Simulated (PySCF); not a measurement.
H₄O₂SeSi. Atoms are numbered in the order given.

```xyz
8

Se    -0.1715     0.7449     0.5834
O     -1.8850     0.1500     0.4961
H     -2.1440     0.2073    -0.4472
O      0.7769    -0.7943     0.2444
Si     0.9798    -1.1752    -1.4053
H     -0.3551    -1.2307    -2.1035
H      1.6249    -2.5295    -1.4325
H      1.8516    -0.1660    -2.1011
```

Geometry optimised at PBE-D3(BJ)/def2-SVP. One conformer was computed; it need not be the lowest.

The numbers are results of TDDFT-PBE/def2-SVPD (PySCF), not measurements.

Vertical excitations. Isolated molecule, no solvent.

Computed UV-visible absorptions:
```
state  energy (eV)  λ (nm)      f                                                               main pairs
-----  -----------  ------  -----  -----------------------------------------------------------------------
S1            3.42     362  0.001                                                           HOMO→LUMO 96 %
S2            3.69     336  0.001                                                         HOMO→LUMO+1 95 %
S3            4.97     249  0.017                                                         HOMO→LUMO+2 99 %
S4            5.36     231  0.004                                                         HOMO−1→LUMO 93 %
S5            5.44     228  0.004                                                         HOMO→LUMO+3 97 %
S6            5.53     224  0.003                                                       HOMO−1→LUMO+1 86 %
S7            5.83     213  0.012                                     HOMO−2→LUMO+1 49 %, HOMO−2→LUMO 37 %
S8            5.93     209  0.020                                     HOMO→LUMO+4 73 %, HOMO−2→LUMO+1 17 %
S9            6.02     206  0.034  HOMO−2→LUMO 25 %, HOMO−2→LUMO+1 24 %, HOMO→LUMO+4 19 %, HOMO−3→LUMO 9 %
S10           6.17     201  0.004                                       HOMO→LUMO+5 67 %, HOMO→LUMO+6 30 %
T1            2.76     450      0                                                           HOMO→LUMO 99 %
T2            2.89     428      0                                                         HOMO→LUMO+1 99 %
T3            4.78     260      0                                                         HOMO→LUMO+2 99 %
T4            4.98     249      0                                                         HOMO−1→LUMO 93 %
```
Triplets are in the Tamm–Dancoff approximation, which puts them higher than full response would, so one can lie above its singlet here.
